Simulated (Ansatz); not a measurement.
Abridged output of a molecular run in Ansatz:

```
Functional definition: HF
1300 factors; integrals over basis functions are off by at most 1.2e-3 eV
mean field evaluation 1: about -32546.2902 eV, gradient 5.1e1 eV
mean field evaluation 2: about -32546.3260 eV, gradient 5.1e1 eV
mean field evaluation 4: about -32551.3979 eV, gradient 2.9e0 eV
mean field evaluation 8: about -32551.4413 eV, gradient 1.8e-1 eV
mean field -32551.44138077 eV, -1196.2434065840 hartree, gradient 1.6e-6 eV, S^2 0.000000; 0 other end points of the search recorded, 0 dependent functions left out
19 core orbitals not correlated: weight in the atoms' cores, before any rotation towards them, 1.000 or more for the frozen orbitals, at most 0.000 for the correlated occupied ones
reference -32551.44138077 eV, -1196.2434065840 hartree; 22, 22 occupied and 99, 99 virtual orbitals, 1300 factors
second order -27.43318333 eV of doubles, -0.00000000 eV of singles
cycle   1  -28.01402252 eV  change   -5.8e-1 eV  update   1.2e-1
cycle   2  -28.67930539 eV  change   -6.7e-1 eV  update   3.4e-2
cycle   3  -28.85346181 eV  change   -1.7e-1 eV  update   1.7e-2
cycle   4  -28.84443144 eV  change    9.0e-3 eV  update   3.1e-3
cycle   5  -28.84192028 eV  change    2.5e-3 eV  update   1.3e-3
cycle   6  -28.84236588 eV  change   -4.5e-4 eV  update   3.2e-4
cycle   7  -28.84225334 eV  change    1.1e-4 eV  update   1.2e-4
cycle   8  -28.84214289 eV  change    1.1e-4 eV  update   3.7e-5
cycle   9  -28.84213320 eV  change    9.7e-6 eV  update   1.3e-5
perturbative correction -0.46862525 eV, -0.0172216605 hartree
Total energy: -32580.75213923 eV, -1197.3205570897 hartree
```

Its atoms:

Cartesian coordinates in Å:
```
F -2.6970 0.0317 -0.5358
Al -1.2803 -0.3597 -1.2865
F -0.6596 0.7436 -2.3654
F -1.0475 -1.9589 -1.6214
O 0.0257 -0.0058 0.0489
Si 1.2039 1.1801 -0.3358
Si -0.0192 -0.8498 1.5305
H 1.9889 0.7150 -1.4914
H 2.0409 1.2033 0.8917
H 0.5310 2.4752 -0.5301
H -1.1792 -1.7531 1.4290
H -0.1693 0.1550 2.6046
H 1.2616 -1.5767 1.6616
```

Which basis set was used?
A. def2-SVP
B. cc-pV(Q+d)Z
C. def2-TZVPPD
D. cc-pV(T+d)Z

A. It gives 140 functions.

Write the keys of the input that set method, charge and spin (a neutral closed shell needs none for the last two).


```yaml
correlation: {method: ccsd_t}
```
